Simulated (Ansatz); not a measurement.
Mulliken charges of `C[S][Mg][Cl]` from PBE/def2-TZVPP in Ansatz (PBE0-D4/def2-TZVP geometry).

| atom | x (Å) | y (Å) | z (Å) | charge (e) |
| --- | --- | --- | --- | --- |
| C1 | -0.435 | 1.155 | -0.092 | -0.273 |
| S2 | 0.620 | 0.326 | 1.149 | -0.376 |
| Mg3 | 0.823 | -1.790 | 0.340 | 0.696 |
| Cl4 | 1.006 | -3.815 | -0.449 | -0.414 |
| H5 | -1.419 | 0.692 | -0.165 | 0.123 |
| H6 | -0.568 | 2.183 | 0.247 | 0.121 |
| H7 | 0.034 | 1.180 | -1.075 | 0.123 |

**Question.** By hand: the dipole of these point charges (1 e Å = 4.8032 D).

**Answer.** Σ q r = (-0.197, 0.390, -0.107) e Å, of length 0.450 e Å = 2.16 D.

**Question.** How does the dipole of the full density compare? (Best estimate.)

**Answer.** The calculation gave: (-0.166, 0.306, -0.101) e Å, 1.74 D; the point charges give 1.24 times that, at 3° from its direction.

Point charges leave out the atoms' own dipoles, such as those of lone pairs, and Mulliken's split depends on the basis, so the two needn't agree.
